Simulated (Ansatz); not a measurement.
The same path of BH8NSi2 (12 atoms, charge 0, multiplicity 1) was run twice with different band settings. Lost on the way: N1–B3, Si4–H10. Made: B3–H10.

Level of theory: Ansatz, RKS BLYP/def2-SVP.

Relaxed end points:

```xyz
12
Properties=species:S:1:pos:R:3
N -0.346 1.315 -0.110
Si -1.680 -0.038 -0.479
B 0.320 -0.041 -0.668
Si 1.422 -1.148 0.615
H -0.185 1.579 0.870
H -0.304 2.150 -0.707
H -2.415 -0.191 0.823
H -2.605 0.628 -1.460
H 0.682 0.070 -1.823
H 1.448 -2.603 0.230
H 0.879 -1.081 2.026
H 2.861 -0.697 0.717
```

```xyz
12
Properties=species:S:1:pos:R:3
N -0.766 1.876 -0.288
Si -0.942 0.162 0.007
B 0.734 -1.038 -0.939
Si 1.307 -1.101 0.868
H -0.575 2.492 0.507
H -0.242 2.188 -1.110
H -1.438 0.043 1.424
H -1.992 -0.451 -0.871
H 1.114 -0.148 -1.676
H 0.209 -2.033 -1.392
H 0.837 -2.126 1.864
H 1.830 0.082 1.640
```

Common settings: movable images 5; climbing image yes; spring 5.0 eV/Å²; optimiser quadratic models (default); force threshold 0.03 eV/Å; iteration limit 60; end points relaxed.

| run | start path |
| --- | --- |
| 1 | through a guess of the saddle point |
| 2 | straight line |

What does each run give, and how far can it be trusted?

Run 1: converged after 16 iterations, highest image 0.868 eV above the first end. A vibrational analysis at the climbing image gives one clearly imaginary mode, 338i cm⁻¹: a first-order saddle point.
Run 2: converged after 19 iterations, highest image 0.868 eV above the first end. Another band between the same ends (5 images) ends at a top of the same energy, where a vibrational analysis finds 1 clearly imaginary mode.
The orbitals stay closed-shell, which can raise the energy where a bond breaks towards radicals; this wasn't checked here.
